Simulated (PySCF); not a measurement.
C6HClN3 (charge -1).
Structure used (GFN2-xTB), in Å, numbered top down from 1:
```
atom  x, y, z in Å
C1    -2.5567   -1.0809    0.4705
C2    -1.3991   -0.7889    0.3225
C3    -0.0607   -0.4208    0.1407
N4     0.9937   -1.2418    0.3676
C5     2.0312   -0.4697    0.0652
Cl6    3.6296   -1.0645    0.1939
N7     1.7942    0.7653   -0.3365
C8     0.4295    0.8290   -0.2973
C9    -0.3152    1.9487   -0.6383
N10   -0.9737    2.8568   -0.9127
H11   -3.5674   -1.3306    0.5983
```

A PySCF run (density fitting, gas phase, GFN2-xTB geometry) gave HOMO -2.32 eV, LUMO 2.53 eV.

Problem. Which of these levels was it?
A. B97-D/pcseg-1
B. PBE0/aug-cc-pVDZ
C. PBE0/pcSseg-1
D. HF/6-31++G**

Solution. B. It is PBE0/aug-cc-pVDZ. All candidates on this geometry:

| level and settings | kind | basis functions | SCF cycles | E (Eh) | HOMO (eV) | LUMO (eV) |
| --- | --- | --- | --- | --- | --- | --- |
| B97-D/pcseg-1, start guess sap | GGA | 149 | 20 | -853.3215 | -1.24 | 2.28 |
| PBE0/aug-cc-pVDZ | global hybrid | 243 | 16 | -853.1429 | -2.32 | 2.53 |
| PBE0/pcSseg-1 | global hybrid | 182 | 16 | -853.0172 | -2.25 | 3.01 |
| HF/6-31++G**, damping 0.2 at the start, DIIS from the seventh cycle | Hartree–Fock | 190 | 15 | -850.6079 | -4.22 | 3.43 |

The nearest other candidate, by the summed differences of HOMO and LUMO, is PBE0/pcSseg-1: its HOMO differs by +0.07 eV and its LUMO by +0.48 eV. B97-D ran without the empirical dispersion term, which would shift the total energy alone. Cycle counts include a coarse-grid stage where the run had one. All basis functions are spherical, in the Pople sets too.
